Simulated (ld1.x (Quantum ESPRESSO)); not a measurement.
# Ce: excitation energies, all-electron against TM

ld1.x (Quantum ESPRESSO) 7.5 input, shortened:

```
&input
   title='Ce', zed=58., rel=2, dft='PBESOL', iswitch=3,
   config='[Xe] 4f1 5d1 6s1 6p0', rel_dist='average'
 /
 &inputp
   pseudotype=2, tm=.true., lloc=2,
   nlcc=.true., rcore=1.00
 /
4
6S  1  0   1.00   0.00  2.70  2.70  0.0
6P  2  1   0.00   0.00  3.45  3.45  0.0
4F  4  3   1.00   0.00  1.40  1.40  0.0
5D  3  2   1.00   0.00  2.70  2.70  0.0
 &test
   configts(1)='4f1 5d1 6s1 6p0'
 /
```

Open shells are filled in proportion to 2j + 1 (rel_dist='average').

Energies are relative to the spin-unpolarised reference configuration 4f1 5d1 6s1 6p0; without spin polarisation the order of configurations can differ from experiment. Not all tests gave a result: 1 of 7 tests not solved or not reliable. The d channel is local and has no spin–orbit splitting in the pseudo-atom.

(1) Give the all-electron excitation energy and the error of the potential for: 4f1 5d1 6s2 6p0; 4f1 5d1 6s0 6p0; 4f1 5d0 6s0 6p0; 4f0 5d2 6s1 6p0; 4f0 5d1 6s2 6p0; 4f1 5d2 6s1 6p0.

Levels in the configuration 4f0 5d1 6s2 6p0:

```tsv
level	all-electron (eV)	pseudo (eV)
5d j=3/2	-11.618	-12.507
5d j=5/2	-11.313	-12.507
6s j=1/2	-9.934	-10.030
```

Note: ghost states, extra bound levels that the all-electron valence spectrum of the same l lacks: s at -21.2 eV, p3/2 at -7.0 eV, p1/2 at -5.5 eV. A true bound ghost makes a file unfit for plane-wave use.

Answers

(1)

| valence configuration | charge | ΔE all-electron (eV) | error AE − PS (meV) |
| --- | --- | --- | --- |
| 4f1 5d1 6s2 6p0 | 0 | -6.103 | -15 |
| 4f1 5d1 6s0 6p0 | +2 | 11.036 | -26 |
| 4f1 5d0 6s0 6p0 | +3 | 30.162 | -372 |
| 4f0 5d2 6s1 6p0 | +1 | 5.145 | -1366 |
| 4f0 5d1 6s2 6p0 | +1 | 6.323 | -2101 |
| 4f1 5d2 6s1 6p0 | 0 | -5.195 | -67 |

These tests converged, but a pseudo level misses the all-electron one widely, so the file describes the atom poorly there or has found another state: 4f1 5d0 6s0 6p0: empty 6p by 4.7 eV (a node warning on the way); 4f0 5d2 6s1 6p0: empty 4f by 3.3 eV; 4f0 5d1 6s2 6p0: empty 4f by 4.5 eV.
